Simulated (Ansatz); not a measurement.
Total energies of B₁₃N₁₃H₃₀, a nanocrystal cut from zinc blende BN (hydrogen-capped) from Ansatz at PBE0-D4/def2-TZVP, gas phase (1 Eh = 27.2114 eV = 2625.5 kJ/mol). The reference geometry is relaxed at PBE-D4/def2-SVP.

```xyz
56

B     1.311   -1.501    0.019
B    -1.103   -2.509   -0.063
B     0.174   -2.482    2.172
B     0.570    0.099    1.907
B    -1.839   -0.918    1.813
B     0.051   -1.529   -2.275
B     2.435   -0.562   -2.160
B     1.683    1.044   -0.225
B     0.420    1.001   -2.517
B    -0.681    0.068   -0.325
B    -1.454    1.722    1.561
B    -0.348    2.661   -0.558
B     0.929    2.690    1.677
N     0.295   -2.587    0.583
N     1.414   -1.636   -1.562
N    -0.934   -2.616   -1.647
N     0.705   -0.071    0.336
N    -1.647   -1.052    0.245
N    -0.428   -1.024    2.426
N    -0.054    1.536    2.181
N    -2.401    0.550    2.089
N    -0.531   -0.104   -1.894
N     1.777    0.849   -1.800
N     1.032    2.458    0.100
N    -0.200    2.420   -2.129
N    -1.275    1.502    0.001
H     2.412   -1.659    0.523
H    -1.891   -3.373    0.311
H     1.286   -2.572    2.685
H    -0.614   -3.336    2.586
H     1.645   -0.003    2.478
H    -2.648   -1.738    2.239
H     0.093   -1.687   -3.492
H     3.527   -0.669   -1.610
H     2.501   -0.689   -3.385
H     2.796    0.975    0.271
H     0.472    0.912   -3.741
H    -1.985    2.802    1.805
H    -0.849    3.767   -0.373
H     2.034    2.556    2.194
H     0.425    3.793    1.903
H     0.705   -3.518    0.437
H     1.862   -2.536   -1.780
H    -0.576   -3.554   -1.876
H    -1.851   -2.596   -2.116
H    -2.585   -0.987   -0.178
H    -0.478   -0.964    3.451
H    -0.091    1.683    3.198
H    -2.531    0.667    3.104
H    -3.356    0.654    1.718
H    -1.442   -0.017   -2.368
H     2.455    1.528   -2.170
H     1.685    3.192   -0.206
H     0.403    3.159   -2.519
H    -1.098    2.573   -2.611
H    -2.203    1.628   -0.428
```

```json
{"state": "charge 0 singlet", "geometry": "reference", "energy (Eh)": "-1053.11361"}
{"state": "charge 1 doublet", "geometry": "reference", "energy (Eh)": "-1052.80779"}
{"state": "charge -1 doublet", "geometry": "reference", "energy (Eh)": "-1053.11221"}
{"state": "free B atom (doublet)", "geometry": "–", "energy (Eh)": "-24.61828"}
{"state": "free N atom (quartet)", "geometry": "–", "energy (Eh)": "-54.54382"}
{"state": "free H atom (doublet)", "geometry": "–", "energy (Eh)": "-0.50104"}
```

Single mean-field runs in def2-TZVP are fitted with def2-universal-jkfit.

Work out the vertical ionisation energy to the doublet.

E(charge 1 doublet) − E(charge 0 singlet) = -1052.80779 − (-1053.11361) = 0.30582 Eh = 8.32 eV. For comparison, −ε of the highest occupied level is 6.88 eV at this level, 1.44 eV less.

Work out the vertical electron affinity, to the doublet.

E(charge 0 singlet) − E(charge -1 doublet) = -1053.11361 − (-1053.11221) = -0.00140 Eh = -0.04 eV; so near zero that its sign isn't settled. The basis lacks diffuse functions, which makes affinities too small.

Give the fundamental gap IE − EA, the Mulliken electronegativity (IE + EA)/2 and the hardness (IE − EA)/2.

From the values in Eh: IE − EA = 0.30582 − (-0.00140) = 0.30722 Eh = 8.36 eV; (IE + EA)/2 = 4.14 eV; (IE − EA)/2 = 4.18 eV. The HOMO–LUMO gap of the same run is 6.01 eV, 2.35 eV smaller than the fundamental gap.

What is the binding energy per atom against free atoms?

Atoms: 13 × (-24.61828) + 13 × (-54.54382) + 30 × (-0.50104) = -1044.13850 Eh. Binding: -1044.13850 − (-1053.11361) = 8.97511 Eh = 244.23 eV, or 4.36 eV for each of 56 atoms (no zero-point energy, no counterpoise term).

At PBE0-D4/def2-TZVP the highest occupied level of the charge -1 doublet lies above zero (up to 1.21 eV). Energy differences put its binding near zero (-0.04 eV; vertical, to the charge 0 singlet, at PBE0-D4/def2-TZVP), which leaves it undecided.
